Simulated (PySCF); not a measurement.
C4H4ClI, SMILES C=C/C(Cl)=C\I.

Geometry: PBE0-D3(BJ)/def2-SVP. The def2 effective core potentials stand for the cores of I; spin–orbit coupling is left out. One conformer was computed; it need not be the lowest.

Computed with PBE/def2-TZVP run with PySCF.

Symmetry labels are those of the subgroup Cs that the program uses (full group Cs).

Question: List the valence orbital energies around the gap with their symmetry. (Estimate from the structure and the level; the computed values follow.)

Answer: 
```json
[
 {"orbital": "HOMO−7", "symmetry": "A\"", "energy (eV)": "-9.78"},
 {"orbital": "HOMO−6", "symmetry": "A'", "energy (eV)": "-9.60"},
 {"orbital": "HOMO−5", "symmetry": "A'", "energy (eV)": "-8.97"},
 {"orbital": "HOMO−4", "symmetry": "A'", "energy (eV)": "-7.73"},
 {"orbital": "HOMO−3", "symmetry": "A\"", "energy (eV)": "-7.63"},
 {"orbital": "HOMO−2", "symmetry": "A\"", "energy (eV)": "-7.22"},
 {"orbital": "HOMO−1", "symmetry": "A'", "energy (eV)": "-6.65"},
 {"orbital": "HOMO", "symmetry": "A\"", "energy (eV)": "-5.79"},
 {"orbital": "LUMO", "symmetry": "A\"", "energy (eV)": "-2.50"},
 {"orbital": "LUMO+1", "symmetry": "A'", "energy (eV)": "-2.01"},
 {"orbital": "LUMO+2", "symmetry": "A'", "energy (eV)": "-0.15"},
 {"orbital": "LUMO+3", "symmetry": "A\"", "energy (eV)": "0.18"}
]
```
